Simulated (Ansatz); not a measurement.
Ansatz (a program for electronic structure) input (B3LYP/def2-TZVPD):

Ansatz 0.2 input:
```yaml
crystal:
  periodic: [false, false, false]
  atoms:
    - {symbol: Si, position_ang: [-0.18436920, 0.39299459, 0.01221630]}
    - {symbol: O, position_ang: [-0.82292683, -0.90004726, 0.77014844]}
    - {symbol: C, position_ang: [-1.39958002, -2.01630383, 0.10432781]}
    - {symbol: O, position_ang: [1.19948046, 0.09739942, -0.79509888]}
    - {symbol: C, position_ang: [2.44190564, -0.20547902, -0.17339229]}
    - {symbol: O, position_ang: [0.16258373, 1.49258460, 1.17182937]}
    - {symbol: O, position_ang: [-1.27888758, 0.88688754, -1.09786309]}
    - {symbol: H, position_ang: [-1.80611524, -2.68525173, 0.86226522]}
    - {symbol: H, position_ang: [-0.64712945, -2.55666049, -0.47648013]}
    - {symbol: H, position_ang: [-2.20318949, -1.70082555, -0.56445146]}
    - {symbol: H, position_ang: [2.72937578, 0.57922625, 0.52958636]}
    - {symbol: H, position_ang: [2.38979974, -1.15795124, 0.36101082]}
    - {symbol: H, position_ang: [3.19781251, -0.28123885, -0.95447906]}
    - {symbol: H, position_ang: [-0.45231528, 1.57047743, 1.90497532]}
    - {symbol: H, position_ang: [-0.96302173, 1.44640274, -1.81119511]}
basis:
  gaussian:
    orbitals: def2-TZVPD
hamiltonian:
  xc: {name: B3LYP}
magnetization: {spin_polarized: true, initial_magnetization: 2}
```

End of the output:

```
integrals: 0.45 GiB planned
1781 factors; their error is unknown
mean field: 4.37 GiB planned
mean field evaluation 1: about -18256.1716 eV, gradient 7.1e1 eV
mean field evaluation 2: about -18223.8047 eV, gradient 1.1e2 eV
mean field evaluation 4: about -18273.8786 eV, gradient 5.5e0 eV
mean field evaluation 8: about -18274.0281 eV, gradient 2.8e-1 eV
mean field evaluation 16: about -18274.0263 eV, gradient 4.6e-2 eV
mean field evaluation 32: about -18274.0264 eV, gradient 7.8e-5 eV
mean field evaluation 64: about -18274.0264 eV, gradient 2.6e-6 eV
mean field evaluation 96: about -18273.2118 eV, gradient 4.8e-1 eV
mean field evaluation 128: about -18273.8927 eV, gradient 1.3e0 eV
mean field -18274.02635037 eV, -671.5580817960 hartree, gradient 9.4e-6 eV, S^2 2.006740; 12 other end points of the search recorded, 0 dependent functions left out
reference -18274.02666762 eV, -671.5580934549 hartree; 34, 32 occupied and 315, 317 virtual orbitals, 1781 factors
Total energy: -18274.02666762 eV, -671.5580934549 hartree
```

This state (charge 0, triplet) is run at the relaxed geometry of the species with charge 0 and multiplicity 1, and is a spin state other than that species' own.
